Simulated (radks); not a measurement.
Initial-state core-level shifts of neutral aluminium when its valence configuration changes from [Ne] 3s2 3p1. Method: non-relativistic Kohn-Sham, PBE, spin-polarised, spherical densities, point nucleus; open shells are filled with parallel spins first; computed with a radial shooting solver on a logarithmic mesh with Libxc functionals. Shifts are changes of the shell-averaged eigenvalues in eV (positive: less bound); the change of the density at the nucleus, which sets a Mossbauer isomer shift, is in e/bohr^3, on a base of 1406.

[
 {"valence": "3s1.5 3p1.5", "1s": "-0.688", "2s": "-0.676", "2p": "-0.670", "density at nucleus": "-1.2887"},
 {"valence": "3s1 3p2", "1s": "-1.191", "2s": "-1.185", "2p": "-1.171", "density at nucleus": "-2.6783"},
 {"valence": "3p3", "1s": "-2.930", "2s": "-2.876", "2p": "-2.850", "density at nucleus": "-5.5837"},
 {"valence": "3s0.5 3p2.5", "1s": "-2.071", "2s": "-2.041", "2p": "-2.021", "density at nucleus": "-4.1117"}
]
